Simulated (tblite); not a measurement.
C7H13BFN.
Atom-mapped SMILES: `[BH3-:1][N+:2]#[C:3][CH2:4][C@@H:5]1[CH2:6][CH2:7][CH2:8][C@H:9]1[F:10]` (hydrogens: H11, H12, H13 on B1; H14, H15 on C4; H16 on C5; H17, H18 on C6; H19, H20 on C7; H21, H22 on C8; H23 on C9)
Bond orders are those of one Lewis drawing.

Computed with GFN2-xTB (tblite), gas phase: L-BFGS steps from a force-field or distance-geometry start until the largest atomic force falls under 0.01 eV/Å.

At the end of the run (lengths in Å): C5–C9 1.543, B1–N2 1.463, C5–C6 1.539, C4–C5 1.538, C8–H22 1.088, C5–H16 1.093, C3–C4 1.437, C4–C5–C9 112.6°, C6–C7–C8 102.8°, C6–C5–C9 105.5°, N2–C3–C4 175.8°, C3–C4–C5–C6 63°, C4–C5–C6–C7 -145°, C5–C6–C7–C8 39°, H17–C6–C5–C4 93°, H17–C6–C7–C8 161°.

Question: These geometries were met on the way; a selection of coordinates is given. Order them by energy above the end point, lowest first.
A. C5–C9 1.534, B1–N2 1.479, C5–C6 1.538, C4–C5 1.532, C8–H22 1.084, C5–H16 1.095, C3–C4 1.444, C4–C5–C9 107.9°, C6–C7–C8 106.5°, C6–C5–C9 106.6°, N2–C3–C4 177.9°, C3–C4–C5–C6 59°, C4–C5–C6–C7 -125°, C5–C6–C7–C8 22°, H17–C6–C5–C4 116°, H17–C6–C7–C8 140°
B. C5–C9 1.499, B1–N2 1.506, C5–C6 1.497, C4–C5 1.498, C8–H22 1.124, C5–H16 1.124, C3–C4 1.465, C4–C5–C9 109.2°, C6–C7–C8 104.9°, C6–C5–C9 109.4°, N2–C3–C4 179.2°, C3–C4–C5–C6 61°, C4–C5–C6–C7 -130°, C5–C6–C7–C8 24°, H17–C6–C5–C4 115°, H17–C6–C7–C8 140°
C. C5–C9 1.535, B1–N2 1.471, C5–C6 1.539, C4–C5 1.540, C8–H22 1.093, C5–H16 1.094, C3–C4 1.446, C4–C5–C9 108.7°, C6–C7–C8 106.1°, C6–C5–C9 107.1°, N2–C3–C4 176.2°, C3–C4–C5–C6 61°, C4–C5–C6–C7 -126°, C5–C6–C7–C8 22°, H17–C6–C5–C4 113°, H17–C6–C7–C8 143°
D. C5–C9 1.538, B1–N2 1.458, C5–C6 1.541, C4–C5 1.538, C8–H22 1.090, C5–H16 1.093, C3–C4 1.435, C4–C5–C9 110.5°, C6–C7–C8 105.3°, C6–C5–C9 106.1°, N2–C3–C4 178.4°, C3–C4–C5–C6 60°, C4–C5–C6–C7 -128°, C5–C6–C7–C8 23°, H17–C6–C5–C4 112°, H17–C6–C7–C8 145°
E. C5–C9 1.531, B1–N2 1.483, C5–C6 1.540, C4–C5 1.528, C8–H22 1.074, C5–H16 1.077, C3–C4 1.439, C4–C5–C9 107.8°, C6–C7–C8 106.7°, C6–C5–C9 107.7°, N2–C3–C4 179.2°, C3–C4–C5–C6 60°, C4–C5–C6–C7 -127°, C5–C6–C7–C8 24°, H17–C6–C5–C4 117°, H17–C6–C7–C8 139°

Answer: D (0.047 eV), C (0.080 eV), A (0.155 eV), E (0.295 eV), B (0.535 eV).

```tsv
step	E above end (eV)	rms distance from the end, all atoms (Å)	largest force (eV/Å)	rms shift of all bonds from the end (Å)
14	0.047	0.224	0.094	0.003
7	0.080	0.233	0.218	0.005
4	0.155	0.239	0.652	0.007
2	0.295	0.245	2.751	0.010
0	0.535	0.249	2.210	0.025
```

Rows stand in the order of the answer.
